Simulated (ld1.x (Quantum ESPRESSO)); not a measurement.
## Configuration tests for Dy (TM)

Dy (Z = 66), norm-conserving Troullier–Martins (Kleinman–Bylander form), made with ld1.x (Quantum ESPRESSO) 7.5 (BLYP, fully relativistic). Core [Kr] 4d10, reference 4f10 5s2 5p6 5d0 6s2 6p0. Waves: 5s (bound): rc 2.20 bohr; 5p (bound): rc 1.95 bohr; 5d (bound, empty): rc 3.55 bohr; 4f (bound): rc 1.45 bohr. Local part: the f channel. Core correction: none.

Open shells are filled in proportion to 2j + 1 (rel_dist='average').

Occupied shells without a wave of their own: 6s. They enter only through the test configuration that unscreens the potential.

Energies are relative to the spin-unpolarised reference configuration 4f10 5s2 5p6 5d0 6s2 6p0; without spin polarisation the order of configurations can differ from experiment. Not all tests gave a result: 3 of 7 tests not solved or not reliable. Left out of the table: 4f10 5s2 5p6 5d1 6s1 6p0 (pseudo-atom not self-consistent, printed error -3350 eV); 4f11 5s2 5p6 5d0 6s0 6p0 (pseudo-atom not self-consistent, printed error -3218 eV); 4f10 5s2 5p6 5d1 6s0 6p0 (pseudo-atom not self-consistent, printed error -3360 eV). The f channel is local and has no spin–orbit splitting in the pseudo-atom.

```
   valence configuration  charge  ΔE all-electron (eV)  error AE − PS (meV)
4f10 5s2 5p6 5d0 6s1 6p0      +1                 6.196                 -242
4f10 5s2 5p6 5d0 6s0 6p0      +2                18.000                 -651
 4f9 5s2 5p6 5d0 6s0 6p0      +3                43.427                -1162
```

Q: What are ΔE and the potential's error for 4f8 5s2 5p6 5d0 6s0 6p0?

A: ΔE = 87.819 eV all-electron; the error (AE − PS) is -1571 meV.

Levels in the configuration 4f8 5s2 5p6 5d0 6s0 6p0:

| level | all-electron (eV) | pseudo (eV) |
| --- | --- | --- |
| 4f j=5/2 | -55.319 | -54.984 |
| 4f j=7/2 | -54.304 | -54.984 |
| 5s j=1/2 | -94.872 | -96.389 |
| 5p j=1/2 | -73.125 | -73.699 |
| 5p j=3/2 | -67.448 | -67.921 |

These tests converged, but a pseudo level misses the all-electron one widely, so the file describes the atom poorly there or has found another state: 4f8 5s2 5p6 5d0 6s0 6p0: empty 6p by 6.4 eV (a node warning on the way). ld1.x printed “convergence not achieved” for 4 of the counted tests; their residual had stalled under 1e-8, short of the target of 1e-14. The 6s level has no wave, so the channel is fitted at the deeper level alone: the likely source of the large errors.

A Bessel basis up to 400 Ry misses an occupied level by 0.05 Ry, so cutoffs and ghosts were not judged. The potential misses its own reference levels by up to 0.5 eV.
